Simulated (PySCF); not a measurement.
C₄H₃S, doublet, geometry from GFN2-xTB. Base run: CAMB3LYP/6-311G** (PySCF).

The PySCF input:
```python
from pyscf import gto, scf, dft

mol = gto.M(
    atom='''
S    -0.00426082    0.01335767    1.14805323
C     0.01929047    1.29020021   -0.06753540
C    -0.01728820   -1.19482996   -0.08588622
C     0.01570540    0.73094110   -1.26843948
C    -0.00465609   -0.66848623   -1.33994694
H     0.03310944    2.31060780    0.24930890
H    -0.03364272   -2.22856990    0.19962805
H    -0.00960313   -1.24271139   -2.24694036
''',
    basis='6-311g**',
    spin=1,
    verbose=4,
)

mf = dft.UKS(mol)
mf.xc = 'camb3lyp'
mf.kernel()
mf.analyze()
```

The base run was repeated with changes; each row names its change, and settings that it needs were set with it.

```json
[
 {"change": "base", "ΔE vs base (mEh)": "0.000", "fitting functions": "-", "dipole (D)": "0.55"},
 {"change": "auxbasis = def2-svp-ri", "ΔE vs base (mEh)": "-468.7", "fitting functions": "296", "dipole (D)": "0.56"},
 {"change": "auxbasis = even-tempered beta=1.6", "ΔE vs base (mEh)": "0.003", "fitting functions": "1202", "dipole (D)": "0.55"},
 {"change": "only_dfj = on; auxbasis = def2-universal-jfit", "ΔE vs base (mEh)": "-0.174", "fitting functions": "280", "dipole (D)": "0.55"},
 {"change": "auxbasis = default (with mf = mf.density_fit())", "ΔE vs base (mEh)": "-0.019", "fitting functions": "527", "dipole (D)": "0.55"},
 {"change": "exchange = seminumerical (SGX) (with mf = sgx.sgx_fit(mf, auxbasis='def2-universal-jfit'); with mf.with_df.dfj = True)", "ΔE vs base (mEh)": "-0.175", "fitting functions": "280", "dipole (D)": "0.55"},
 {"change": "auxbasis = cc-pvqz-jkfit", "ΔE vs base (mEh)": "-0.012", "fitting functions": "725", "dipole (D)": "0.55"},
 {"change": "auxbasis = def2-tzvp-ri", "ΔE vs base (mEh)": "-12.422", "fitting functions": "462", "dipole (D)": "0.55"},
 {"change": "auxbasis = cc-pvdz-jkfit", "ΔE vs base (mEh)": "-0.022", "fitting functions": "461", "dipole (D)": "0.55"},
 {"change": "auxbasis = even-tempered beta=3.0", "ΔE vs base (mEh)": "-0.992", "fitting functions": "549", "dipole (D)": "0.55"}
]
```

A fitting set is made for a task (jfit for Coulomb, jkfit for Coulomb and exchange, ri for correlation) and for a family of orbital bases.

Open shells are given as the SCF converged; they aren't shown to be the lowest states, and a large step between rows can be another state.
